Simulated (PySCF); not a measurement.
A calculated (M06, PySCF 2.14, ANO-RCC-VTZP, the spin-free X2C one-electron Hamiltonian (Gaussian nucleus)) atom or ion has these occupied shells.

```tsv
shell	electrons	orbital energy (eV)	rms radius, mean of both spins (bohr)
1s α	1	-4429.7	0.0844
1s β	1	-4429.7	0.0844
2s α	1	-489.24	0.372
2s β	1	-489.09	0.372
2p α	3	-399.51	0.342
2p β	3	-399.34	0.342
3s α	1	-59.461	1.15
3s β	1	-58.760	1.15
3p α	3	-36.429	1.27
3p β	3	-35.629	1.27
4s β	1	-4.707	3.90
4s α	1	-4.665	3.90
3d α	1	-4.504	2.16
```

(1) Name the element and its charge.

Answers

(1) Sc (scandium, neutral), in [Ar] 3d1 4s2, 2D determinant.
